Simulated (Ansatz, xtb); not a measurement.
Pulling on the Si1–F2 bond in BrFSi (SMILES F[Si]Br) (multiplicity 1 held, fragments rigid). Energies count from the point at 1.609 Å.
Geometry at that point (charge 0, multiplicity 1):
```xyz
3

Si     0.539     0.719     1.006
F      0.968     1.873    -0.030
Br    -0.465    -0.769    -0.395
```

Restricted levels (R-, RO-) in cc, def2 and unpolarised 6-31G sets keep to the state of the molecule at rest. U- levels take the lowest unrestricted solution at each point, which mixes spins at long bonds. Left out are points that failed, MP2 points that dive below the minimum, coupled-cluster points behind a jump of the amplitudes or a sharp parting from full CI or MRCI, small-basis points behind a change of solution, and semi-empirical points at long bonds. Levels need not reach the same state.

Frozen-core correlation. Filled d and f shells under p-block atoms count as core.

Run with Ansatz (Gaussian basis) for Hartree–Fock, density functionals and correlated methods; xtb for the GFN methods. Values without a source in brackets are computed. The GFN methods have no spin term and hold the electronic entropy of 300 K.

Energies in kcal/mol.

```csv
R (Å),GFN2-xTB,U-SCS-MP2/def2-SVP,U-CCSD/def2-SVP,U-CCSD(T)/def2-SVP,R-CCSDT(Q)/def2-SVP
1.288,93.9,87.5,87.0,87.7,88.0
1.448,13.7,17.4,17.2,17.6,17.7
1.609,0.0,0.0,0.0,0.0,0.0
1.770,4.6,5.6,5.8,5.4,5.2
1.931,13.7,20.6,21.0,20.1,19.7
2.173,29.0,47.4,48.0,46.3,45.6
2.414,44.3,72.5,73.1,70.5,69.2
2.816,66.0,125.2,106.9,104.8,98.2
3.219,80.2,133.2,123.9,124.2,113.8
3.702,left out,135.9,130.3,131.8,123.6
4.345,left out,136.5,130.9,132.4,124.3
5.150,96.1,136.7,131.1,132.7,119.7
```

Doubts at one or more of the structures used: a spin-contaminated determinant (U-SCS-MP2/def2-SVP, U-CCSD/def2-SVP, U-CCSD(T)/def2-SVP); T1 above 0.05 (U-CCSD/def2-SVP, U-CCSD(T)/def2-SVP, R-CCSDT(Q)/def2-SVP); a restricted determinant that unrestricted orbitals would lower (R-CCSDT(Q)/def2-SVP); other coupled-cluster roots lie near (R-CCSDT(Q)/def2-SVP).

Ansatz is a program for electronic structure.
